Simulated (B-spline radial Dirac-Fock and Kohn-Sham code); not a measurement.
Binding energies of Lu⁺ in different valence configurations

Calculated with a radial finite-basis atomic code, using Dirac-Fock ΔSCF + Breit + QED. Correlation and solid-state effects are left out.

Reference: the tabulated ground configuration [Xe] 4f14 6s2, with 2s 10895.0 eV, 3d3/2 1658.3 eV, 3d5/2 1607.3 eV, 4p1/2 435.8 eV, 5s 80.07 eV, 5p3/2 43.82 eV, Kα1 54064.9 eV, Kβ1 61281.4 eV, Lα1 7655.2 eV, Lβ2 9046.4 eV.

Shifts from the reference in eV.

```
    configuration  average energy      2s   3d3/2   3d5/2   4p1/2     5s  5p3/2    Kα1    Kβ1    Lα1    Lβ2
    [Xe] 4f14 5d2           +3.91   -5.59   -5.45   -5.45   -5.48  -5.53  -4.38  +0.23  +0.15  -0.10  -0.08
[Xe] 4f13 5d1 6s2           +8.68   +9.90  +10.89  +10.93  +10.08  +4.97  +3.87  -0.79  -2.06  -1.10  +0.70
[Xe] 4f12 5d2 6s2          +24.52  +20.43  +22.51  +22.59  +20.59  +9.83  +7.66  -1.67  -4.35  -2.33  +1.68
[Xe] 4f13 6s2 6p1          +12.92  +14.65  +15.55  +15.59  +14.73  +9.33  +7.62  -0.94  -2.15  -1.03  +0.81
```
